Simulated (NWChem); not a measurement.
# A calculation on germanium monoxide (GeO)

```xyz
2

Ge     0.0000     0.0000     0.3297
O      0.0000     0.0000    -1.3189
```
Charge 0, spin multiplicity 1.

Program: NWChem. All single points use one geometry, from PBE/def2-SVP, a minimum by its harmonic frequencies.

The field's frequency is 0.0773 Ha (589 nm).

The Hamiltonian is non-relativistic. B3LYP has NWChem's definition, with VWN1-RPA local correlation.

Question: Give the polarisability tensor in bohr³ at B3LYP/def2-SVPD, VWN1-RPA local correlation, in the frame of the coordinates, and its isotropic mean.

Answer: 
```
29.41   0.00   0.00
 0.00  29.41   0.00
 0.00   0.00  41.33
```
Mean (one third of the trace): 33.39 bohr³.
